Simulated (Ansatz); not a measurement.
`BCBN` + H₂ → `BCB` + NH₃ at 400 K and 1 bar (hydrogenolysis of a B–N bond).

Calculated with Ansatz (gas phase, PBE0-D4/def2-TZVP geometries, no zero-point term in ΔE). CCSD(T)/CBS adds triple-zeta CCSD(T) − MP2 to the extrapolated MP2 energy (def2 sets, frozen cores). This one scheme is used for every species. One conformer a species, not always the lowest.

| species | CCSD(T)/CBS energy (Eh) | H − E (kJ/mol) | S (J/(mol·K)) |
| --- | --- | --- | --- |
| `BCBN` | -146.59023 | 260.0 | 344.6 |
| H₂ | -1.17544 | 38.0 | 139.0 |
| `BCB` | -91.21084 | 201.0 | 306.8 |
| NH₃ | -56.50880 | 104.2 | 203.1 |

H − E and S are ideal-gas, rigid-rotor, harmonic terms from PBE0-D4/def2-TZVP, for one conformer and one mirror image of each species. The MP2-based limit puts H₂ 0.8 mEh under its directly extrapolated value; such offsets cancel only in part. 1 Eh = 2625.50 kJ/mol, R = 8.31446 J/(mol·K).

**Question.** By hand: ΔE, ΔH, ΔS and ΔG.

**Answer.** ΔE = (-91.21084) + (-56.50880) − (-146.59023) − (-1.17544) = 0.04603 Eh = 120.9 kJ/mol. Δ(H − E) = 201.0 + 104.2 − 260.0 − 38.0 = 7.2, so ΔH = 128.1 kJ/mol. ΔS = 306.8 + 203.1 − 344.6 − 139.0 = 26.3 J/(mol·K). ΔG = 128.1 − 400 × (26.3)/1000 = 117.6 kJ/mol.

**Question.** By hand: the equilibrium constant, and the temperature at which ΔG would vanish if ΔH and ΔS stayed fixed.

**Answer.** log₁₀ K = −ΔG/(RT ln 10) = -15.4. ΔG = 0 at ΔH/ΔS = 4871 K, far beyond where these terms or the molecules hold.

ΔH outweighs TΔS. A doubt of 5 kJ/mol in ΔE shifts log₁₀ K by 0.7 here. Other conformers and mirror images would add mixing entropy, several J/(mol·K) or more a flexible species. Modes under 60 cm⁻¹, often nearly free rotors, make the harmonic entropy too high. These are equilibria of isolated gas molecules and say nothing of rates. Largest T1 diagnostic: 0.012 (customary marks: 0.02 for closed shells, 0.045 for open ones).
